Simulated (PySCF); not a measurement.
CAuClO, charge +1, multiplicity 2. Atoms are numbered in the order given.

```xyz
4

Au    -0.0437     0.0232     0.0000
Cl     0.1112    -2.2954     0.0000
O      0.1429     3.1357     0.0000
C      0.0691     2.0175     0.0000
```
Charge +1, spin multiplicity 2.

The structure is a stationary point at B3LYP-D3(BJ)/def2-SVP. The spin state was assumed, not searched. The isomer is the one that the SMILES or the coordinates give; other isomers of the formula were not compared. The def2 effective core potentials stand for the cores of Au; spin–orbit coupling is left out.

All values below come from PySCF with TDA-CAM-B3LYP/def2-SVPD.

Vertical excitations. Isolated molecule, no solvent.

| state | energy (eV) | λ (nm) | f | main pairs |
|---|---|---|---|---|
| root 2 | 0.66 | 1879 | 0.000 | β HOMO→LUMO 89 % |
| root 3 | 1.91 | 649 | 0.000 | β HOMO−3→LUMO 99 % |
| root 4 | 1.91 | 649 | 0.000 | β HOMO−2→LUMO 98 % |
| root 5 | 2.37 | 523 | 0.010 | β HOMO−6→LUMO 66 %, β HOMO−4→LUMO 19 %, β HOMO→LUMO 11 % |
| root 6 | 2.91 | 426 | 0.000 | β HOMO−5→LUMO 90 % |
| root 7 | 3.28 | 378 | 0.095 | β HOMO−4→LUMO 73 %, β HOMO−6→LUMO 22 % |
| root 8 | 5.74 | 216 | 0.001 | α HOMO→LUMO 45 %, α HOMO→LUMO+2 9 %, β HOMO→LUMO+2 33 %, β HOMO→LUMO+3 8 % |
| root 9 | 5.81 | 213 | 0.000 | α HOMO→LUMO+1 44 %, β HOMO→LUMO+1 50 % |
| root 10 | 6.05 | 205 | 0.000 | α HOMO→LUMO+2 43 %, α HOMO→LUMO 10 %, β HOMO→LUMO+3 37 % |
Unrestricted roots are not spin-pure.
